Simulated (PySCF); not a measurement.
Compound: C7H10OSi.
Z-matrix (Å and degrees, PBE0-D3(BJ)/def2-SVP geometry), rows numbered from 1:
```
C 
C   1  1.3342
C   2  1.4825  1  137.01
C   3  1.3634  2   92.38  1   179.88
C   4  1.4743  3   92.86  2     0.05
C   5  1.3421  2  135.50  1     0.17
C   6  1.4925  5  124.04  2  -179.88
O   6  1.3592  5  118.51  2    -0.32
Si  8  1.6716  6  131.85  5   174.97
H   1  1.0928  2  121.01  3     0.07
H   1  1.0914  2  120.40  3  -179.88
H   3  1.0907  2  133.53  1    -0.08
H   4  1.0918  3  133.62  2  -179.97
H   7  1.0973  6  111.10  5    -1.36
H   7  1.1033  6  111.08  5   118.91
H   7  1.1038  6  111.12  5  -121.54
H   9  1.4944  8  111.29  6   -61.95
H   9  1.4942  8  111.41  6    59.54
H   9  1.4858  8  105.01  6   178.81
```

Linear response at wB97X-D/def2-SVPD (PySCF, frozen core in the response, non-relativistic). The structure is a single PBE0-D3(BJ)/def2-SVP conformer in the gas phase; no vibrational or solvent corrections.

Static isotropic polarisability: 121.17 au (17.96 Å³), principal values 77.4, 128.8, 157.3 au.

Task: What is the polarisability at 1064 nm and at the sodium D line?

Result: 123.08 au at 1064 nm (+1.6 %), 127.91 au at 589.3 nm (+5.6 %). The rise at 589.3 nm is 3.54 times that at 1064 nm; a pure ω² law gives 3.26. The lowest singlet lies at 281 nm, shorter than both wavelengths.

Task: What is the isotropic C6 coefficient between two such molecules, C6 = (3/π)∫α(iω)² dω?

Result: 5010 au (Eh·bohr⁶) by a ten-point quadrature over imaginary frequencies, which is 2990 eV·Å⁶ or 289 J·nm⁶/mol.

Task: Which effective excitation energy ω̄ makes London's formula C6 = (3/4)α²ω̄ exact here?

Result: ω̄ = 4·C6/(3α²) = 0.455 Eh = 12.4 eV. A one-pole form α(ω) = α/(1 − ω²/ω̄²) fitted to the 1064 nm value gives 9.4 eV.

Task: How anisotropic is the static polarisability, by Δα² = ½[(α1 − α2)² + (α2 − α3)² + (α3 − α1)²]?

Result: Δα = 70.1 au, or 0.58 of the isotropic value.

Task: How many electrons N does the Slater–Kirkwood formula C6 = (3/4)·√N·α^(3/2) need to give this C6?

Result: N = (4·C6/3)²/α³ = 25.1; the species has 74 electrons in all.

Task: What three-body coefficient follows from the one-pole estimate C9 = (3/4)·α·C6?

Result: 455000 au. This is an estimate from the two numbers above, not a computed integral.

The run took 1.7 min on one thread of an x86-64 server, on a shared host. This is the whole response run at wB97X-D/def2-SVPD, SCF included.

Note: wB97X-D ran without an empirical dispersion term, which enters the total energy and its gradient alone.
